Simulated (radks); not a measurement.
Neutral dysprosium, 66 electrons, occupied as [Xe] 4f10 6s1 7f1 (not the ground configuration). All-electron calculation, Dirac Kohn-Sham, PBE, spin-unpolarised, spherical densities, finite nucleus; open shells fill j = l - 1/2 first; Fermi nuclear charge, rms radius 5.2218 fm. Program: a radial shooting solver on a logarithmic mesh with Libxc functionals.

Spin-orbit splittings of the eigenvalues, e(l+1/2) - e(l-1/2), with zeta = 2 splitting/(2l+1) and mean radii in bohr:

shell  occ.  splitting (eV)  zeta (eV)  <r> j=l-1/2  <r> j=l+1/2
2p        6               ?          ?      0.07438      0.08143
3p        6           166.2      110.8       0.2238       0.2371
3d       10           36.29      14.52       0.2096       0.2138
4p        6           37.12      24.75       0.5405       0.5710
4d       10           6.719      2.688       0.6037       0.6146
4f       10          0.8758     0.2502       0.8665       0.8870
5p        6           4.684      3.123        1.471        1.577

Estimate the 2p splitting.

Answer. 800.2 eV (zeta = 533.5 eV).
